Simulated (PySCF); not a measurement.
H3O2, SMILES [OH2+]O, charge +1. Coordinates come from a PBE-D3(BJ)/def2-TZVP optimisation. The isomer is the one that the SMILES or the coordinates give; other isomers of the formula were not compared.

The numbers are results of PBE-D3(BJ)/def2-TZVP run with PySCF, not measurements.

Harmonic wavenumbers (cm⁻¹): 417, 832, 1015, 1127, 1424, 1581, 3384, 3454, 3493. Rotational constants (GHz): 190.7, 23.56, 23.53; symmetry number 1.

Task: Work out the zero-point energy and the ideal-gas rigid-rotor harmonic-oscillator thermochemistry at 298.15 K and 1 atm.

Result: ZPE = ½ Σ hcν = ½ × 16727 cm⁻¹ = 23.91 kcal/mol. H − E(el) = 26.55 kcal/mol. Entropy in cal/(mol K): translation 36.59, rotation 18.66, vibration 1.25, total 56.50. G − E(el) = 9.71 kcal/mol. Cp = 10.75 cal/(mol K).
